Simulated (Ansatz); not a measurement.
Reaction (atomization): `Cl[SiH]1CB[SiH2]1` → B• + C• + Cl• + 6 H• + 2 Si•

Program: Ansatz. Geometries: PBE0-D4/def2-TZVP. ΔE: electronic, gas phase. CBS: MP2 limit from def2 TZ/QZ plus the TZ coupled-cluster correction, frozen cores. This one scheme is used for every species, atoms too. Open shells (•) are unrestricted, without spin–orbit coupling. Spin–orbit coupling would lower the free atoms: a little for B, C, Cl, Si.

```json
{"species": "`Cl[SiH]1CB[SiH2]1`", "CCSD/def2-TZVPP energy (Eh)": "-1104.24058"}
{"species": "B•", "CCSD/def2-TZVPP energy (Eh)": "-24.59659"}
{"species": "C•", "CCSD/def2-TZVPP energy (Eh)": "-37.77900"}
{"species": "Cl•", "CCSD/def2-TZVPP energy (Eh)": "-459.65888"}
{"species": "H•", "CCSD/def2-TZVPP energy (Eh)": "-0.49981"}
{"species": "Si•", "CCSD/def2-TZVPP energy (Eh)": "-288.92521"}
```

(1) Work out ΔE.

Largest T1 diagnostic among the species: 0.014.

Results:

(1) ΔE = 6 × (-0.49981) + 2 × (-288.92521) + (-24.59659) + (-37.77900) + (-459.65888) − (-1104.24058) = 1.35683 Eh = +3562.4 kJ/mol. CCSD(T)/CBS gives +3712.8 kJ/mol.

In def2-TZVPP, CCSD(T) changes the Hartree–Fock value by +798.7 kJ/mol (the triples alone add +53.4 kJ/mol) and MP2 by +842.3 kJ/mol; breaking electron pairs costs correlation energy, which Hartree–Fock lacks. The D4 term adds +51.4 kJ/mol with B3LYP and +26.9 kJ/mol with PBE0; it sums over pairs of atoms, weighted by their polarisabilities, and B3LYP, whose exchange is more repulsive, gets the larger term. From PBE to PBE0 (25 % exact exchange), in def2-TZVPP and without D4, ΔE moves by −20.2 kJ/mol: exact exchange takes away binding that semilocal exchange gives to molecules.

B3LYP here is the variant with VWN-RPA as its local correlation; programs differ in this.

For atomizations the MP2-based limit and the directly extrapolated one differ by several kJ/mol either way, and by 10 to 25 for some Ge, Se and Sn compounds, so smaller differences from it don't rank the levels.
